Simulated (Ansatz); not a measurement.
Program: Ansatz. Geometries: PBE0-D4/def2-TZVP. ΔE: electronic, gas phase. CCSD(T)/CBS adds triple-zeta CCSD(T) − MP2 to the extrapolated MP2 energy (def2 sets, frozen cores). DFT in def2-TZVPP. For Ge outer-core shells are correlated without core-valence functions, which leaves a few kJ/mol of doubt a bond. Scalar relativity is left out up to krypton. One conformer a species, not always the lowest.

Consider the formal exchange of groups at a B–O bond: `CBO[SiH2]F` + `[F][GeH3]` → `C[BH][GeH2][F]` + `O[SiH2]F`.

| level | ΔE (kJ/mol) |
| --- | --- |
| r2SCAN-D4 | 145.1 |
| PBE0-D4 | 140.0 |
| ωB97M-V | 148.6 |
| B2PLYP | 150.6 |
| r2SCAN | 144.9 |
| HF/def2-TZVPP | 162.9 |
| HF/CBS(def2) | 165.6 |
| CCSD/CBS(def2) | 144.1 |

(1) What does CCSD(T)/CBS give? (Best estimate.)

Largest T1 diagnostic among the species: 0.012.

Results:

(1) The calculation gave: +143.4 kJ/mol. The listed levels differ from it by 1.7, -3.4, 5.2, 7.2, 1.5, 19.5, 22.2, 0.7 kJ/mol.

In def2-TZVPP, CCSD(T) changes the Hartree–Fock value by −15.6 kJ/mol (the triples alone add −0.7 kJ/mol) and MP2 by −13.2 kJ/mol. From PBE to PBE0 (25 % exact exchange), in def2-TZVPP and without D4, ΔE moves by +4.4 kJ/mol.
